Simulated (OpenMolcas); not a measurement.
Computed levels of 4s2 4p2 in ions with 32 electrons, in cm-1 above 3P0.

```yaml
Program: OpenMolcas
Method: RASSCF
Basis: ANO-R3
Scalar_Hamiltonian: X2C, finite nucleus
Spin-orbit_coupling: RASSI with atomic mean-field integrals over the reference wave functions, term energies averaged over their components
```

Active space for each ion: 2 electrons in 9 orbitals (RAS2 4p; RAS3 4d 5s, at most 1 electron).

| Level | As+ | Se2+ | Kr4+ |
| --- | --- | --- | --- |
| 3P1 | 900 | 1471 | 3158 |
| 3P2 | 2285 | 3559 | 6945 |
| 1D2 | 12495 | 15467 | 21829 |
| 1S0 | 28389 | 34273 | 45444 |

Q: Estimate 3P2, 1D2, 1S0 for Br3+ from its neighbours Se2+ and Kr4+.

A: 3P2 is fine structure, which grows about as the fourth power of a screened charge, so the fourth roots are averaged: ((3559^0.25 + 6945^0.25) / 2)^4 = 5041. The calculation gives 5101, so the estimate is off by -1.2 %.
1D2 is another term, which grows about linearly with the charge: (15467 + 21829) / 2 = 18648. The calculation gives 18505, so the estimate is off by +0.8 %.
1S0 is another term, which grows about linearly with the charge: (34273 + 45444) / 2 = 39858. The calculation gives 39812, so the estimate is off by +0.1 %.

With the s shell closed, the reference lacks s² → p² mixing. Without dynamic correlation excited terms often stand tens of per cent too high (terms of higher spin than the ground term too low), and those without a measured partner can miss by more than the paired ones (holds for As+). Only configurations of the active space appear.
